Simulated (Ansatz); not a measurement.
Ideal-gas functions of `O[CH2][GeH3]` at 500 K and 1 bar, from an Ansatz frequency run at PBE0-D4/def2-TZVP.

Molar mass 106.67 g/mol, point group Cs (symmetry number 1), electronic degeneracy 1, moments of inertia 19.548, 138.098, 148.124 u Å². Harmonic wavenumbers (cm⁻¹, unscaled): 124, 227, 256, 484, 511, 647, 823, 845, 885, 885, 1083, 1192, 1236, 1367, 1490, 2145, 2162, 2165, 3005, 3048, 3851.

Use S(trans) = R[1.5 ln M + 2.5 ln T − 1.1517]; rotational temperatures θ = 24.2544 K / I; S(rot) = R[ln(√π/σ · √(T³/θAθBθC)) + 1.5]; for each mode x = 1.438777 ν̃/T, S = R[x/(eˣ − 1) − ln(1 − e⁻ˣ)] and H = RT x/(eˣ − 1); 1 cm⁻¹ = 0.0119627 kJ/mol; R = 8.31446 J/(mol·K).

Q: By hand: the entropy, in J/(mol·K).

A: Translation 177.8. Rotation: θ = 1.2408, 0.1756, 0.1637 K, giving 108.6. Vibration, mode by mode: 16.93, 12.00, 11.04, 6.20, 5.82, 4.25, 2.85, 2.71, 2.48, 2.48, 1.58, 1.23, 1.11, 0.82, 0.61, 0.12, 0.12, 0.12, 0.01, 0.01, 0.00, in all 72.5. Electronic 0.0. Sum 358.9 J/(mol·K).

Q: By hand: H − E and G − E in kJ/mol, counted from the electronic energy.

A: Zero-point energy ½ × 28431 × 0.0119627 = 170.1; thermal vibration 20.4; translation, rotation and pV give 4 RT = 16.6. H − E = 207.1 kJ/mol, and G − E = 207.1 − 500 × 358.9/1000 = 27.7 kJ/mol.

Vibration gives 20 % of the entropy, 16.9 J/(mol·K) of it from the mode under 150 cm⁻¹: soft modes count most, and the harmonic formula is weakest for them. The sum counts one conformer and one mirror image; others add a mixing term.
